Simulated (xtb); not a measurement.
xtb input for NbOCl, SMILES [Nb]([Cl])=[O] (connectivity only; charge and spin as stated), neutral, multiplicity 3, GFN2-xTB. 

```
$ xtb mol.xyz --gfn 2 --sp --chrg 0 --uhf 2 --json
$ cat mol.xyz
3

Nb     0.02218109    -0.35851123     0.00000000
O     -0.06442211    -2.02080630    -0.00000000
Cl    -0.02317928     1.81561241    -0.00000000
```

Log of the run:

```
[banner left out]
          |                Calculation Setup                |
           -------------------------------------------------



           -------------------------------------------------
          |                 G F N 2 - x T B                 |
           -------------------------------------------------

        Reference                      10.1021/acs.jctc.8b01176
      * Hamiltonian:
        H0-scaling (s, p, d)           1.850000    2.230000    2.230000
        zeta-weighting                 0.500000
      * Dispersion:
        s8                             2.700000
        a1                             0.520000
        a2                             5.000000
        s9                             5.000000
      * Repulsion:
        kExp                           1.500000    1.000000
        rExp                           1.000000
      * Coulomb:
        alpha                          2.000000
        third order                    shell-resolved
        anisotropic                    true
        a3                             3.000000
        a5                             4.000000
        cn-shift                       1.200000
        cn-exp                         4.000000
        max-rad                        5.000000


          ...................................................
          :                      SETUP                      :
          :.................................................:
          :  # basis functions                  24          :
          :  # atomic orbitals                  22          :
          :  # shells                            8          :
          :  # electrons                        18          :
          :  max. iterations                   250          :
          :  Hamiltonian                  GFN2-xTB          :
          :  restarted?                      false          :
          :  GBSA solvation                  false          :
          :  PC potential                    false          :
          :  electronic temp.          300.0000000     K    :
          :  accuracy                    1.0000000          :
          :  -> integral cutoff          0.2500000E+02      :
          :  -> integral neglect         0.1000000E-07      :
          :  -> SCF convergence          0.1000000E-05 Eh   :
          :  -> wf. convergence          0.1000000E-03 e    :
          :  Broyden damping             0.4000000          :
          :  net charge                          0          :
          :  unpaired electrons                  2          :
          ...................................................

 iter      E             dE          RMSdq      gap      omega  full diag
   1     15.5462465  0.155462E+02  0.722E+01    2.83       0.0  T
   2     -0.7236543 -0.162699E+02  0.571E+01    0.06       1.0  T
   3     -2.8255571 -0.210190E+01  0.341E+01    0.06       1.0  T
   4    -10.0327157 -0.720716E+01  0.271E+01    0.00       1.0  T
   5     -9.2022789  0.830437E+00  0.168E+01    0.00       1.0  T
   6     -9.7414913 -0.539212E+00  0.208E+01    0.00       1.0  T
   7     -9.5000381  0.241453E+00  0.167E+01    0.00       1.0  T
   8     -3.5181428  0.598190E+01  0.443E+01    4.48       1.0  T
   9     -6.1712739 -0.265313E+01  0.332E+01    2.55       1.0  T
  10     -6.5025115 -0.331238E+00  0.328E+01    2.29       1.0  T
  11     -6.0656576  0.436854E+00  0.331E+01    2.61       1.0  T
  12     -6.0495644  0.160932E-01  0.331E+01    2.62       1.0  T
  13     -6.0519310 -0.236654E-02  0.331E+01    2.61       1.0  T
  14     -7.3899558 -0.133802E+01  0.296E+01    1.44       1.0  T
  15    -10.1327399 -0.274278E+01  0.155E+01    0.00       1.0  T
  16     -9.6717660  0.460974E+00  0.156E+01    0.00       1.0  T
  17    -10.3843447 -0.712579E+00  0.940E+00    0.00       1.0  T
  18    -10.3581547  0.261900E-01  0.965E+00    0.00       1.0  T
  19    -10.3535308  0.462396E-02  0.965E+00    0.00       1.0  T
  20    -10.4131011 -0.595704E-01  0.586E+00    0.00       1.0  T
  21    -10.1098097  0.303291E+00  0.905E+00    0.00       1.0  T
  22    -10.4153408 -0.305531E+00  0.103E+01    0.00       1.0  T
  23    -10.4897617 -0.744209E-01  0.822E+00    0.00       1.0  T
  24    -10.4868657  0.289608E-02  0.105E+01    0.00       1.0  T
  25    -10.4949755 -0.810979E-02  0.120E+01    0.00       1.0  T
  26    -10.4956455 -0.670050E-03  0.126E+01    0.00       1.0  T
  27    -10.4955411  0.104448E-03  0.124E+01    0.00       1.0  T
  28    -10.4957172 -0.176137E-03  0.112E+01    0.00       1.0  T
  29    -10.4957963 -0.791300E-04  0.104E+01    0.00       1.0  T
  30    -10.4968343 -0.103799E-02  0.849E+00    0.00       1.0  T
  31    -10.4966762  0.158147E-03  0.702E+00    0.00       1.0  T
  32    -10.4961665  0.509702E-03  0.582E+00    0.00       1.0  T
  33    -10.4953705  0.795920E-03  0.466E+00    0.00       1.0  T
  34    -10.4955708 -0.200236E-03  0.336E+00    0.00       1.0  T
  35    -10.4965828 -0.101197E-02  0.217E+00    0.00       1.0  T
  36    -10.4973460 -0.763298E-03  0.121E+00    0.00       1.0  T
  37    -10.4975470 -0.200987E-03  0.551E-01    0.00       1.0  T
  38    -10.4975438  0.326721E-05  0.211E-01    0.00       1.0  T
  39    -10.4975409  0.287139E-05  0.776E-02    0.00       1.0  T
  40    -10.4975480 -0.707958E-05  0.439E-02    0.00       1.3  T
  41    -10.4975534 -0.538265E-05  0.229E-02    0.00       2.5  T
  42    -10.4975539 -0.568057E-06  0.153E-02    0.00       3.8  T
  43    -10.4975539  0.334634E-07  0.154E-02    0.00       3.7  T
  44    -10.4975540 -0.113522E-06  0.127E-02    0.00       4.5  T
  45    -10.4975544 -0.363198E-06  0.914E-03    0.00       6.3  T
  46    -10.4975545 -0.110439E-06  0.475E-03    0.00      12.1  T
  47    -10.4975545 -0.213245E-07  0.152E-03    0.00      37.9  T
  48    -10.4975545 -0.119448E-09  0.839E-04    0.00      68.8  T
  49    -10.4975545 -0.185263E-09  0.750E-04    0.00      77.0  T

   *** convergence criteria satisfied after 49 iterations ***

         #    Occupation            Energy/Eh            Energy/eV
      -------------------------------------------------------------
         1        2.0000           -1.1293807             -30.7320
       ...           ...                  ...                  ...
         4        2.0000           -0.4984174             -13.5626
         5        2.0000           -0.4984155             -13.5626
         6        2.0000           -0.4958839             -13.4937
         7        2.0000           -0.4958405             -13.4925
         8        1.9998           -0.4689080             -12.7596
         9        1.0002           -0.4526166             -12.3163
        10        0.5001           -0.4059671             -11.0469 (HOMO)
        11        0.4999           -0.4059666             -11.0469 (LUMO)
        12                         -0.3037589              -8.2657
        13                         -0.3034773              -8.2580
        14                         -0.0922048              -2.5090
        15                         -0.0921657              -2.5080
       ...                                ...                  ...
        22                          0.7488051              20.3760
      -------------------------------------------------------------
                  HL-Gap            0.0000004 Eh            0.0000 eV
             Fermi-level           -0.4333646 Eh          -11.7925 eV

 transition dipole moment (au) for excitation:           9          10
     X       Y       Z
  -0.0000  -0.0000   0.0348  total (au/Debye):    0.035   0.088
 dE (eV)             :    1.269
 oscillator strength :  0.53127E-04

 SCC (total)                   0 d,  0 h,  0 min,  0.005 sec
 SCC setup                      ...        0 min,  0.000 sec (  1.027%)
 Dispersion                     ...        0 min,  0.000 sec (  0.363%)
 classical contributions        ...        0 min,  0.000 sec (  0.192%)
 integral evaluation            ...        0 min,  0.000 sec (  7.897%)
 iterations                     ...        0 min,  0.004 sec ( 73.855%)
 molecular gradient             ...        0 min,  0.000 sec (  8.103%)
 printout                       ...        0 min,  0.000 sec (  8.432%)

         :::::::::::::::::::::::::::::::::::::::::::::::::::::
         ::                     SUMMARY                     ::
         :::::::::::::::::::::::::::::::::::::::::::::::::::::
         :: total energy             -10.462829561607 Eh    ::
         :: gradient norm              0.000054111716 Eh/a0 ::
         :: HOMO-LUMO gap              0.000011966727 eV    ::
         ::.................................................::
         :: SCC energy               -10.497554561681 Eh    ::
         :: -> isotropic ES            0.026320843943 Eh    ::
         :: -> anisotropic ES          0.003451917882 Eh    ::
         :: -> anisotropic XC         -0.007593321647 Eh    ::
         :: -> dispersion             -0.001855301707 Eh    ::
         :: repulsion energy           0.034725000074 Eh    ::
         :: add. restraining           0.000000000000 Eh    ::
         :: total charge               0.000000000000 e     ::
         :::::::::::::::::::::::::::::::::::::::::::::::::::::

           -------------------------------------------------
          |                Property Printout                |
           -------------------------------------------------

    * Orbital Energies and Occupations

         #    Occupation            Energy/Eh            Energy/eV
      -------------------------------------------------------------
         1        2.0000           -1.1293807             -30.7320
         2        2.0000           -0.7176815             -19.5291
         3        2.0000           -0.5515581             -15.0087
         4        2.0000           -0.4984174             -13.5626
         5        2.0000           -0.4984155             -13.5626
         6        2.0000           -0.4958839             -13.4937
         7        2.0000           -0.4958405             -13.4925
         8        1.9998           -0.4689080             -12.7596
         9        1.0002           -0.4526166             -12.3163
        10        0.5001           -0.4059671             -11.0469 (HOMO)
        11        0.4999           -0.4059666             -11.0469 (LUMO)
        12                         -0.3037589              -8.2657
        13                         -0.3034773              -8.2580
        14                         -0.0922048              -2.5090
        15                         -0.0921657              -2.5080
        16                         -0.0429669              -1.1692
        17                         -0.0311660              -0.8481
        18                         -0.0311659              -0.8481
        19                         -0.0175928              -0.4787
        20                         -0.0175701              -0.4781
        21                          0.3344142               9.0999
        22                          0.7488051              20.3760
      -------------------------------------------------------------
                  HL-Gap            0.0000004 Eh            0.0000 eV
             Fermi-level           -0.4333646 Eh          -11.7925 eV

     #   Z          covCN         q      C6AA      α(0)
     1  41 Nb       1.503     0.313   544.304    48.836
     2   8 O        0.734    -0.257    19.073     5.852
     3  17 Cl       0.768    -0.055   100.708    15.351

 Mol. C6AA /au·bohr⁶  :       1378.208017
 Mol. C8AA /au·bohr⁸  :     120068.373908
 Mol. α(0) /au        :         70.039225


Wiberg/Mayer (AO) data.
largest (>0.10) Wiberg bond orders for each atom

 ---------------------------------------------------------------------------
     #   Z sym  total        # sym  WBO       # sym  WBO       # sym  WBO
 ---------------------------------------------------------------------------
Note: The following floating-point exceptions are signalling: IEEE_UNDERFLOW_FLAG IEEE_DENORMAL
normal termination of xtb
     1  41 Nb   3.624 --     2 O    2.344     3 Cl   1.280
     2   8 O    2.572 --     1 Nb   2.344     3 Cl   0.228
     3  17 Cl   1.508 --     1 Nb   1.280     2 O    0.228
 ---------------------------------------------------------------------------

Topologies differ in total number of bonds
Writing topology from bond orders to xtbtopo.mol

molecular dipole:
                 x           y           z       tot (Debye)
 q only:        0.047       0.581       0.000
   full:        0.127       2.413      -0.000       6.141
molecular quadrupole (traceless):
                xx          xy          yy          xz          yz          zz
 q only:        2.126      -0.180      -4.257       0.000       0.000       2.131
  q+dip:        1.939      -0.278      -3.866       0.000      -0.000       1.928
   full:        2.807      -0.348      -5.609       0.000      -0.000       2.802


           -------------------------------------------------
          | TOTAL ENERGY              -10.462829561607 Eh   |
          | GRADIENT NORM               0.000054111716 Eh/α |
          | HOMO-LUMO GAP               0.000011966727 eV   |
           -------------------------------------------------

------------------------------------------------------------------------
------------------------------------------------------------------------
 total:
 SCF:
```

The run converged.

Cost: roughly 0.020 core-seconds.
